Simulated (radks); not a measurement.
Excited configurations of Zn: one electron is placed in a higher orbital outside [Ar] 3d10 4s1. The ground configuration is [Ar] 3d10 4s2. Method: scalar-relativistic Kohn-Sham, r2SCAN, spin-unpolarised, spherical densities, finite nucleus; meta-GGA in the generalised Kohn-Sham scheme; Fermi nuclear charge, rms radius 3.9283 fm; computed with a radial shooting solver on a logarithmic mesh with Libxc functionals. Excitation = E - E(ground); binding = E(ion) - E, where the ion is the core of charge +1; n* = 1/sqrt(2 binding) in atomic units, and the quantum defect is n - n*.

| outer orbital | excitation (eV) | binding (eV) | n* | <r> (bohr) |
|---|---|---|---|---|
| 4p | 5.384 | 4.607 | 1.718 | 3.877 |
| 4d | 8.510 | 1.481 | 3.031 | 10.43 |
| 5s | 7.310 | 2.681 | 2.253 | 7.799 |
| 5p | 8.179 | 1.812 | 2.740 | 10.56 |
| 6s | 8.670 | 1.320 | 3.210 | 15.87 |
| 6d | 9.389 | 0.601 | 4.757 | 32.67 |
| 7s | 9.200 | 0.790 | 4.149 | 26.85 |
| 7p | 9.347 | 0.644 | 4.596 | 32.59 |

The Delta-SCF ionisation energy is 9.991 eV (NIST Atomic Spectra Database: 9.394 eV, measured). Self-interaction in the functional shifts the binding energies and quantum defects, so they are the method's values and not measured ones. Spin polarisation and multiplet splitting are left out, so open shells lie too high by an amount that depends on their filling.

Beside tabulated values, note that spin-unpolarised runs miss the spin-polarisation part of the exchange energy of open shells.
